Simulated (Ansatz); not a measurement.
C3H7O (SMILES C[C](C)O), doublet, geometry from GFN2-xTB, with bond 7-1 at 1.25 times its length; PBE0/3-21G (Ansatz, a first-principles code).

Ansatz was given this input:
Ansatz 0.2 input:
```yaml
crystal:
  periodic: [false, false, false]
  atoms:
    - {symbol: C, position_ang: [1.30861165, -0.66808246, 0.05267166]}
    - {symbol: C, position_ang: [-0.00226890, -0.00591686, -0.17384347]}
    - {symbol: C, position_ang: [-1.27029302, -0.62710254, 0.29491680]}
    - {symbol: O, position_ang: [0.06023236, 1.37157344, -0.29096905]}
    - {symbol: H, position_ang: [1.53836213, -0.77241003, 1.12095110]}
    - {symbol: H, position_ang: [1.31221258, -1.66639962, -0.38308611]}
    - {symbol: H, position_ang: [2.29213336, 0.07516229, -0.51761831]}
    - {symbol: H, position_ang: [-2.13152788, -0.19910151, -0.22168556]}
    - {symbol: H, position_ang: [-1.42994138, -0.48737857, 1.37424529]}
    - {symbol: H, position_ang: [-1.24957241, -1.69737896, 0.10318956]}
    - {symbol: H, position_ang: [-0.83311926, 1.73017914, -0.30477162]}
basis:
  gaussian:
    orbitals: 3-21G.json
hamiltonian:
  xc: pbe0
magnetization: {spin_polarized: true, initial_magnetization: 1}
scf: {lower_state_search: off}
```
The basis file holds 3-21G in the JSON format of the Basis Set Exchange.

What the program printed (banner, timings and long lists left out):

```
Functional definition: PBE0
these checks for a lower state are left out or cut short: stability, starts, cluster_reference, orbital_swaps, neighbouring_geometries, increment
610 factors; integrals over basis functions are off by at most 1.0e-3 eV
mean field evaluation 1: about -5230.8763 eV, gradient 3.0e1 eV
mean field evaluation 2: about -5230.7983 eV, gradient 3.0e1 eV
mean field evaluation 4: about -5234.7993 eV, gradient 1.2e0 eV
mean field evaluation 8: about -5234.8781 eV, gradient 3.8e-2 eV
mean field evaluation 16: about -5234.8781 eV, gradient 2.7e-5 eV
mean field -5234.87809795 eV, -192.3782217719 hartree, gradient 5.1e-6 eV, S^2 0.753630; 0 other end points of the search recorded, 0 dependent functions left out
reference -5234.87811539 eV, -192.3782224128 hartree; 17, 16 occupied and 33, 34 virtual orbitals, 610 factors
Total energy: -5234.87811539 eV, -192.3782224128 hartree
Checks for a lower state left out: stability, starts, cluster_reference, orbital_swaps, neighbouring_geometries, increment
```
